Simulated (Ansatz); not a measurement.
Correlation energies of C3H7FGe (`C[CH](C)[Ge][F]`) by basis set

Cartesian coordinates in Å:
```
C -0.2420 0.1811 1.2993
C 0.6046 -0.0707 0.0563
C 0.0416 0.6429 -1.1683
Ge 0.7163 -2.0377 -0.3020
F -1.0238 -2.2571 -0.5363
H -1.2614 -0.1875 1.1579
H -0.3053 1.2530 1.5185
H 0.1671 -0.3038 2.1917
H 1.6308 0.2730 0.2384
H -0.0145 1.7242 -0.9990
H 0.6551 0.4911 -2.0625
H -0.9686 0.2915 -1.3940
```

Charge 0, multiplicity 1. Correlated methods include outer-core shells of Ge, which these sets cover unevenly. Scalar relativity is left out up to krypton. The geometry is a stationary point of PBE0-D4/def2-TZVP. It is one conformer, not always the lowest. Frozen core, restricted reference, Ansatz.

```
     basis      HF (Eh)  MP2 corr.
  def2-SVP  -2292.06982   -0.83078
def2-TZVPP  -2292.59183   -1.01239
def2-QZVPP  -2292.64421   -1.33457
```

Estimate the CCSD correlation energy and the (T) correction in each basis where they were run (hartree).


| basis | CCSD corr. | (T) |
| --- | --- | --- |
| def2-SVP | -0.87357 | -0.02444 |
| def2-TZVPP | -1.04672 | -0.03959 |
